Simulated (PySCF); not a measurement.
## CH3Cl3Si

The system: CH3Cl3Si, a small molecule; neutral, singlet. The structure, one conformer, was relaxed in the gas phase by PBE0-D3(BJ)/def2-SVP. No frequency run checks that it is a minimum.

SMILES: C[Si](Cl)(Cl)Cl

```xyz
8

Si    0.760    0.041   -0.006
Cl    1.502    0.146    1.905
Cl    1.333    1.733   -1.015
Cl    1.603   -1.581   -0.939
C    -1.081   -0.110    0.022
H    -1.472   -0.166   -1.004
H    -1.525    0.761    0.527
H    -1.369   -1.022    0.565
```
Atoms count from 1 in this order.

Shieldings: GIAO PBE0/pcSseg-2. Shifts are against computed references at the same level: C TMS (σ 184.1 ppm), H TMS (σ 31.24 ppm), Si TMS (σ 341.3 ppm). Core levels by delta-SCF with SCAN, pcX-2 on the ionised atom and pcseg-1 elsewhere, spin-free X2C (2p3/2 is the spin-free 2p value less a third of a first-order spin-orbit splitting); from the vacuum level, for chosen atoms.

Task: Give the shieldings and core levels atom by atom.

Result: 
```csv
atoms,bonded to,σ (ppm),δ (ppm),core level (eV)
Si1,1 C + 3 Cl,308.2,33.1,2p3/2 109.32
Cl2 Cl3 Cl4,1 Si,800.8,-,2p3/2 206.46
C5,1 Si + 3 H,172.7,11.4,1s 291.22
H6 H7 H8,1 C,30.40,0.85,-
```

Values are those of this one static structure, with the three H of a rotating XH3 group averaged; atoms that internal rotation interchanges would show their mean in an NMR spectrum.

Task: By CAM-B3LYP/def2-SVPD (TDDFT singlets, Tamm-Dancoff triplets, ionisation by delta-SCF), where does absorption start, and what does vertical ionisation take?

Result: The first singlet with intensity lies at 8.10 eV (f 0.035); what lies below it is dark. The lowest singlet lies at 7.78 eV (f 0.000), the strongest of the first 6 at 8.17 eV (f 0.100), the lowest triplet at 7.33 eV; vertical ionisation takes 11.58 eV.
